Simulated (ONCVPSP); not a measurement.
**oxygen (O) ONCV: all-electron and pseudo phase curves**

```json
{
  "Element": "oxygen",
  "Generator": "ONCVPSP 4.0.1",
  "Type": "optimised norm-conserving Vanderbilt (ONCV)",
  "Functional": "PBE",
  "Relativity": "non-relativistic",
  "Frozen core": "[He]",
  "Valence charge": "6",
  "Reference configuration": "2s2 2p4",
  "Partial waves": "2s: rc 0.85 bohr, ncon 4, nbas 8, qcut 6.9 1/bohr, 2 projectors, debl 0.9 Ha; 2p: rc 1.25 bohr, ncon 4, nbas 7, qcut 13.2 1/bohr, 2 projectors, debl 3 Ha",
  "Local potential": "polynomial inside 0.80 bohr (lpopt 5, dvloc0 0 Ha)",
  "Core correction": "polynomial model core, fcfact 0.3"
}
```

The phase is arctan(r·R′/R) of the radial function R(r), unwrapped; energies in Ha, scanned from -2 to 5 Ha. A pole is an energy at which the radial function vanishes at the test radius. The pseudo phase is shifted by a multiple of π to meet the all-electron one at the reference energy, and phase errors are pseudo minus all-electron; the curves can meet again beyond the range given. Levels narrower than the energy grid can be missing from the lists of poles.

```tsv
channel	radius (bohr)	reference energy (Ha)	poles, all-electron	poles, pseudo	unbroken range about the reference energy with phases within 0.05 rad	phase error 1 Ha above the reference energy (rad)
s	0.86	-0.88	none	none	the whole range	+0.000
p	1.27	-0.33	1.11	1.11	the whole range	+0.000
```

Phases in the s channel:

```csv
E (Ha),all-electron,pseudo
-1.98,-0.348,-0.348
-1.80,-0.427,-0.427
-1.62,-0.503,-0.503
-1.44,-0.575,-0.575
-1.26,-0.643,-0.643
-1.08,-0.707,-0.707
-0.90,-0.767,-0.767
-0.72,-0.822,-0.822
-0.54,-0.873,-0.873
-0.36,-0.920,-0.920
-0.18,-0.964,-0.964
0.00,-1.004,-1.004
0.18,-1.042,-1.042
0.36,-1.076,-1.076
0.54,-1.108,-1.108
0.72,-1.138,-1.138
0.90,-1.165,-1.165
1.08,-1.191,-1.191
1.26,-1.215,-1.215
1.44,-1.237,-1.237
1.62,-1.258,-1.258
1.80,-1.278,-1.278
1.98,-1.296,-1.296
2.16,-1.313,-1.313
2.34,-1.330,-1.330
2.52,-1.345,-1.345
2.70,-1.360,-1.360
2.88,-1.374,-1.374
3.06,-1.387,-1.387
3.24,-1.400,-1.400
3.42,-1.412,-1.412
3.60,-1.424,-1.424
3.78,-1.435,-1.435
3.96,-1.445,-1.446
4.14,-1.456,-1.456
4.32,-1.466,-1.466
4.50,-1.475,-1.475
4.68,-1.484,-1.485
4.86,-1.493,-1.494
```
